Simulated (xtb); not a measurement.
xtb input (GFN2-xTB):

```bash
xtb mol.xyz --gfn 2 --ohess tight --chrg -1 --uhf 0
```
mol.xyz:
```
8

C     -1.38535180     0.14712040    -0.15666921
C      0.06295764     0.51354657    -0.18695408
C      1.02820030    -0.37889230    -0.03647522
Cl     2.69920648     0.05462665    -0.03976880
H     -1.91893624     0.56825020     0.70170459
H     -1.58149974    -0.93929401    -0.05287158
H      0.25763733     1.58047061    -0.23412695
H      0.86611944    -1.48059102     0.02926085
```

Output:

```
           -------------------------------------------------
          |                Calculation Setup                |
           -------------------------------------------------

           -------------------------------------------------
          |                 G F N 2 - x T B                 |
           -------------------------------------------------

        Reference                      10.1021/acs.jctc.8b01176
      * Hamiltonian:
        H0-scaling (s, p, d)           1.850000    2.230000    2.230000
        zeta-weighting                 0.500000
      * Dispersion:
        s8                             2.700000
        a1                             0.520000
        a2                             5.000000
        s9                             5.000000
      * Repulsion:
        kExp                           1.500000    1.000000
        rExp                           1.000000
      * Coulomb:
        alpha                          2.000000
        third order                    shell-resolved
        anisotropic                    true
        a3                             3.000000
        a5                             4.000000
        cn-shift                       1.200000
        cn-exp                         4.000000
        max-rad                        5.000000

          ...................................................
          :                      SETUP                      :
          :.................................................:
          :  # basis functions                  26          :
          :  # atomic orbitals                  25          :
          :  # shells                           13          :
          :  # electrons                        24          :
          :  max. iterations                   250          :
          :  Hamiltonian                  GFN2-xTB          :
          :  restarted?                      false          :
          :  GBSA solvation                  false          :
          :  PC potential                    false          :
          :  electronic temp.          300.0000000     K    :
          :  accuracy                    1.0000000          :
          :  -> integral cutoff          0.2500000E+02      :
          :  -> integral neglect         0.1000000E-07      :
          :  -> SCF convergence          0.1000000E-05 Eh   :
          :  -> wf. convergence          0.1000000E-03 e    :
          :  Broyden damping             0.4000000          :
          :  net charge                         -1          :
          :  unpaired electrons                  0          :
          ...................................................

 iter      E             dE          RMSdq      gap      omega  full diag
   1    -13.1643134 -0.131643E+02  0.534E+00    4.03       0.0  T
   2    -13.1914415 -0.271281E-01  0.362E+00    2.46       1.0  T
   3    -13.2258368 -0.343953E-01  0.228E+00    3.37       1.0  T
   4    -13.2426644 -0.168276E-01  0.703E-01    2.86       1.0  T
   5    -13.2429949 -0.330464E-03  0.333E-01    2.80       1.0  T
   6    -13.2433577 -0.362779E-03  0.224E-01    2.86       1.0  T
[...]
   center of mass at/Å    :        1.1959219       0.0771746      -0.1312610
  moments of inertia/u·Å² :        0.1264716E+02   0.1944468E+03   0.2047576E+03
rotational constants/cm⁻¹ :        0.1332918E+01   0.8669533E-01   0.8232970E-01

 * 6 selected distances

     #   Z          #   Z                                           value/Å
     1   6 C        2   6 C                                       1.3595192
     2   6 C        3   6 C                                       1.3934821 (max)
     1   6 C        5   1 H                                       1.0816046
     1   6 C        6   1 H                                       1.0812248 (min)
     2   6 C        7   1 H                                       1.0910281
     3   6 C        8   1 H                                       1.0876299
Molecule has no symmetry elements
It seems to be the C1 point group

 * 2 distinct bonds (by element types)

   Z      Z             #   av. dist./Å        max./Å        min./Å
   1 H    6 C           4     1.0853718     1.0910281     1.0812248
   6 C    6 C           2     1.3765006     1.3934821     1.3595192

           -------------------------------------------------
          |               Frequency Printout                |
           -------------------------------------------------
 projected vibrational frequencies (cm⁻¹)
eigval :       -0.00    -0.00     0.00     0.00     0.00     0.00
eigval :      181.35   240.68   392.51   504.53   584.87   600.63
eigval :      762.63   963.61   991.22  1198.53  1246.65  1302.04
eigval :     1454.85  1623.53  2944.48  2946.13  3019.23  3034.97
 reduced masses (amu)
   1:  7.50   2: 32.43   3: 11.34   4: 23.31   5: 22.24   6: 18.38   7: 11.69   8: 13.55
   9: 17.79  10:  5.41  11:  6.63  12:  5.30  13:  7.96  14:  3.56  15:  3.29  16:  2.83
  17:  8.36  18:  3.44  19:  3.66  20: 10.75  21:  1.74  22:  1.84  23:  1.81  24:  1.75
 IR intensities (km·mol⁻¹)
   1:  1.88   2:  5.04   3:  7.68   4: 12.73   5: 11.81   6:  0.44   7: 12.37   8:  6.73
   9:  1.13  10:156.10  11: 82.92  12: 16.51  13: 18.29  14:  6.02  15:  1.45  16: 70.86
  17:  1.75  18: 22.67  19: 69.77  20:230.04  21: 56.95  22:162.93  23:220.49  24:173.55
 Raman intensities (Ä⁴*amu⁻¹)
   1:  0.00   2:  0.00   3:  0.00   4:  0.00   5:  0.00   6:  0.00   7:  0.00   8:  0.00
   9:  0.00  10:  0.00  11:  0.00  12:  0.00  13:  0.00  14:  0.00  15:  0.00  16:  0.00
  17:  0.00  18:  0.00  19:  0.00  20:  0.00  21:  0.00  22:  0.00  23:  0.00  24:  0.00
 output can be read by thermo (or use thermo option).
 writing <g98.out> molden fake output.
 recommended (thermochemical) frequency scaling factor: 1.0
           -------------------------------------------------
          |             Thermodynamic Functions             |
           -------------------------------------------------

c1  symmetry found (for desy threshold:  0.10E+00) used in thermo

          ...................................................
          :                      SETUP                      :
          :.................................................:
          :  # frequencies                          18      :
          :  # imaginary freq.                       0      :
          :  linear?                             false      :
          :  only rotor calc.                    false      :
          :  symmetry                               c1      :
          :  rotational number                       1      :
          :  scaling factor                  1.0000000      :
          :  rotor cutoff                   50.0000000 cm⁻¹ :
          :  imag. cutoff                  -20.0000000 cm⁻¹ :
          :.................................................:

    mode    ω/cm⁻¹     T·S(HO)/kcal·mol⁻¹    T·S(FR)/kcal·mol⁻¹   T·S(vib)
   ------------------------------------------------------------------------
       1    181.35    -0.69005 ( 99.43%)    -0.67467 (  0.57%)    -0.68996
       2    240.68    -0.53603 ( 99.81%)    -0.59087 (  0.19%)    -0.53613
   ------------------------------------------------------------------------

   temp. (K)  partition function   enthalpy   heat capacity  entropy
                                   cal/mol     cal/K/mol   cal/K/mol   J/K/mol
 298.15  VIB   3.82                 1366.090     10.644      7.244
         ROT  0.542E+05              888.752      2.981     24.643
         INT  0.207E+06             2254.843     13.625     31.888
         TR   0.635E+27             1481.254      4.968     38.863
         TOT                        3736.0967    18.5927    70.7510   296.0221

       T/K    H(0)-H(T)+PV         H(T)/Eh          T*S/Eh         G(T)/Eh
   ------------------------------------------------------------------------
    298.15    0.595385E-02    0.606127E-01    0.336161E-01    0.269966E-01
   ------------------------------------------------------------------------

         :::::::::::::::::::::::::::::::::::::::::::::::::::::
Note: The following floating-point exceptions are signalling: IEEE_UNDERFLOW_FLAG IEEE_DENORMAL
normal termination of xtb
         ::                  THERMODYNAMIC                  ::
         :::::::::::::::::::::::::::::::::::::::::::::::::::::
         :: total free energy         -13.107761365659 Eh   ::
         ::.................................................::
         :: total energy              -13.134757957691 Eh   ::
         :: zero point energy           0.054658812415 Eh   ::
         :: G(RRHO) w/o ZPVE           -0.027662220384 Eh   ::
         :: G(RRHO) contrib.            0.026996592032 Eh   ::
         :::::::::::::::::::::::::::::::::::::::::::::::::::::

optimized geometry written to: xtbopt.xyz

           -------------------------------------------------
          | TOTAL ENERGY              -13.134757957691 Eh   |
          | TOTAL ENTHALPY            -13.074145296129 Eh   |
          | TOTAL FREE ENERGY         -13.107761365659 Eh   |
          | GRADIENT NORM               0.000443053422 Eh/α |
          | HOMO-LUMO GAP               3.462725384881 eV   |
           -------------------------------------------------

------------------------------------------------------------------------
------------------------------------------------------------------------
 total:
 SCF:
 ANC optimizer:
 analytical hessian:
```

It need not be the lowest isomer of its formula. Whether it binds its extra electron was not tested at this geometry.
